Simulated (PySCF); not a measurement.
# C21H24F4O2: Orbital levels and atomic charges

System: C21H24F4O2 (liquid-crystal mesogen), SMILES CCCCCCCc1ccc(COc2cc(F)c(OC(F)F)c(F)c2)cc1.

Cartesian coordinates (Å):
```
  1 C    -8.1412    0.8258    0.1157
  2 C    -7.9462   -0.4651   -0.6720
  3 C    -6.8920   -1.3921   -0.0645
  4 C    -5.4765   -0.8191   -0.1101
  5 C    -4.4511   -1.8234    0.4118
  6 C    -3.0042   -1.3472    0.2853
  7 C    -2.6848   -0.1444    1.1815
  8 C    -1.2264    0.2027    1.1130
  9 C    -0.3211   -0.3377    2.0177
 10 C     1.0222   -0.0154    1.9544
 11 C     1.4922    0.8564    0.9819
 12 C     2.9536    1.2127    0.9121
 13 O     3.5738    0.3096    0.0006
 14 C     4.8886    0.4259   -0.2461
 15 C     5.4237   -0.4865   -1.1565
 16 C     6.7628   -0.4523   -1.4811
 17 F     7.2199   -1.3799   -2.3480
 18 C     7.6347    0.4894   -0.9378
 19 O     8.9853    0.6275   -1.1884
 20 C     9.5477    0.0341   -2.2727
 21 F     8.9848    0.4645   -3.4255
 22 F    10.8258    0.4317   -2.3033
 23 C     7.0750    1.3834   -0.0245
 24 F     7.8704    2.3011    0.5417
 25 C     5.7404    1.3652    0.3320
 26 C     0.5957    1.3778    0.0584
 27 C    -0.7464    1.0537    0.1244
 28 H    -7.2481    1.4447    0.0801
 29 H    -8.9669    1.3992   -0.3003
 30 H    -8.3682    0.6043    1.1567
 31 H    -7.6647   -0.2241   -1.6998
 32 H    -8.8981   -1.0011   -0.7086
 33 H    -6.9058   -2.3388   -0.6109
 34 H    -7.1596   -1.6070    0.9729
 35 H    -5.4362    0.0879    0.4928
 36 H    -5.2297   -0.5535   -1.1407
 37 H    -4.6678   -2.0462    1.4591
 38 H    -4.5575   -2.7549   -0.1496
 39 H    -2.7947   -1.0862   -0.7541
 40 H    -2.3390   -2.1689    0.5607
 41 H    -2.9579   -0.3874    2.2102
 42 H    -3.2759    0.7146    0.8622
 43 H    -0.6736   -1.0124    2.7851
 44 H     1.7113   -0.4420    2.6689
 45 H     3.0769    2.2436    0.5552
 46 H     3.4156    1.1172    1.9031
 47 H     4.7838   -1.2262   -1.6069
 48 H     9.5315   -1.0697   -2.2761
 49 H     5.4001    2.0917    1.0506
 50 H     0.9518    2.0427   -0.7150
 51 H    -1.4344    1.4739   -0.5957
```

Method: PBE/def2-SVP, gas phase, PySCF, fitting set def2-universal-JFIT, grid level 1.

Question: Give the orbital energies near the gap.

Answer: 
```tsv
orbital	eV
HOMO-4	-7.32
HOMO-3	-6.49
HOMO-2	-6.28
HOMO-1	-6.19
HOMO	-5.39
LUMO	-1.34
LUMO+1	-1.24
LUMO+2	-1.18
LUMO+3	-0.83
```

Question: Give the partial charges of the non-hydrogen atoms.

Answer: 
```tsv
atom	Mulliken	IAO	Hirshfeld
C1	-0.03	-0.41	-0.10
C2	-0.02	-0.24	-0.05
C3	-0.01	-0.24	-0.06
C4	-0.06	-0.25	-0.06
C5	0.02	-0.24	-0.05
C6	0.02	-0.24	-0.05
C7	0.06	-0.26	-0.06
C8	-0.02	0.03	0.02
C9	0.00	-0.15	-0.05
C10	0.02	-0.14	-0.04
C11	-0.03	0.00	-0.01
C12	0.22	-0.07	0.01
O13	-0.25	-0.28	-0.07
C14	0.21	0.20	0.07
C15	-0.08	-0.23	-0.09
C16	0.20	0.24	0.06
F17	-0.16	-0.24	-0.05
C18	0.05	0.08	0.02
O19	-0.22	-0.29	-0.10
C20	0.42	0.57	0.18
F21	-0.18	-0.28	-0.10
F22	-0.15	-0.26	-0.09
C23	0.23	0.28	0.07
F24	-0.14	-0.22	-0.05
C25	-0.15	-0.27	-0.10
C26	0.02	-0.14	-0.04
C27	0.00	-0.15	-0.04
```
